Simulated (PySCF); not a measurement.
C₈H₅N₅, SMILES N1C2=NC=CC3N2C(N=CN=3)=CC=1. Heavy atoms are numbered as in [CH:1]1=[CH:2][C:3]2=[N:4][CH:5]=[N:6][C:7]3=[CH:8][CH:9]=[N:10][C:11](=[N:12]1)[N:13]23. Hydrogens are named by the atom that carries them.

Geometry: PBE-D3(BJ)/def2-SVP.

Level of theory: B3LYP/pcSseg-1 in PySCF.

GIAO shieldings, no solvent; atoms alike by connectivity are averaged. δ = σ(ref) − σ: ¹³C against TMS (σ = 181.3 ppm); ¹⁵N against NH3 (σ = 265.5 ppm); ¹H against TMS (σ = 31.68 ppm), references at their B3LYP-D3(BJ)/def2-TZVP geometries, non-relativistic.

```csv
nucleus,atoms,count,δ (ppm)
¹³C,C5 (CH),1,179.0
¹³C,C1 (CH),2,175.5
¹³C,C3,2,173.3
¹³C,C11,1,166.8
¹³C,C2 (CH),2,113.2
¹⁵N,N10,2,309.8
¹⁵N,N4,2,276.8
¹⁵N,N13,1,236.8
¹H,H on C1,2,7.96
¹H,H on C5,1,7.28
¹H,H on C2,2,5.56
```
